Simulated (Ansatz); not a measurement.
Program: Ansatz. Geometries: PBE0-D4/def2-TZVP. ΔE: electronic, gas phase. CCSD(T)/CBS is the MP2 limit (def2-TZVPP, def2-QZVPP) plus CCSD(T) − MP2 in def2-TZVPP, frozen cores. This one scheme is used for every species, atoms too. Functionals use def2-TZVPP. No spin–orbit coupling; open shells (•) take unrestricted orbitals. Spin–orbit coupling would lower the free atoms: a little for O, S; strongly for In. Elements past krypton have def2 core potentials. For In outer-core shells are correlated without core-valence functions, so the limit isn't a true one: a few kJ/mol of doubt a bond, and 10 to 20 or more in all where bonds break to atoms. One conformer a species, not always the lowest.

Consider the atomization: `[OH][In][SH]`• → 2 H• + In• + O• + S•.

`[OH][In][SH]`•:

Z-matrix (Å, degrees):
```
O
In 1 2.006
H 1 0.961 2 114.8
S 2 2.428 1 111.8 3 180.0
H 4 1.347 2 89.7 1 0.0
```

```
  level  ΔE (kJ/mol)
BLYP-D4       1352.6
r2SCAN0       1318.9
```

Question: What does CCSD(T)/CBS give? (Best estimate.)

Answer: Ansatz gave: +1363.1 kJ/mol. The listed levels differ from it by -10.5, -44.2 kJ/mol.

Largest T1 diagnostic among the species: 0.020.

From PBE to PBE0 (25 % exact exchange), in def2-TZVPP and without D4, ΔE moves by −50.1 kJ/mol: exact exchange takes away binding that semilocal exchange gives to molecules. At CCSD(T), def2-SVP lies −152.1 kJ/mol from the extrapolated value and def2-TZVPP −56.3 kJ/mol: correlation converges slowly with the basis, and small sets miss more of it in the bonded molecule than in its fragments.

For atomizations the MP2-based limit and the directly extrapolated one differ by several kJ/mol either way, and by 10 to 25 for some Ge, Se and Sn compounds, so smaller differences from it don't rank the levels.
